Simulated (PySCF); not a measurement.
CH3Se, SMILES C[Se] (connectivity only; charge and spin as stated), charge -1, multiplicity 1. Atoms are numbered in the order given.

```xyz
5

C      0.0000     0.0000    -1.5323
Se     0.0000     0.0000     0.4398
H     -0.8857     0.5114    -1.9201
H      0.0000    -1.0228    -1.9201
H      0.8857     0.5114    -1.9201
```
Charge -1, spin multiplicity 1.

Geometry: ωB97X-D3(BJ)/def2-TZVPD. The spin state was assumed, not searched. The isomer is the one that the SMILES or the coordinates give; other isomers of the formula were not compared.

All values below come from KT2/pcSseg-2 in PySCF.

GIAO shieldings, no solvent; atoms alike by connectivity are averaged. δ = σ(ref) − σ: ¹³C against TMS (σ = 184.2 ppm); ⁷⁷Se against Me2Se (σ = 1704.9 ppm); ¹H against TMS (σ = 31.47 ppm), references at their B3LYP-D3(BJ)/def2-TZVP geometries, non-relativistic.

```tsv
nucleus	atoms	count	δ (ppm)
¹³C	C1	1	10.5
⁷⁷Se	Se2	1	-256.2
¹H	H3, H4, H5	3	2.38
```
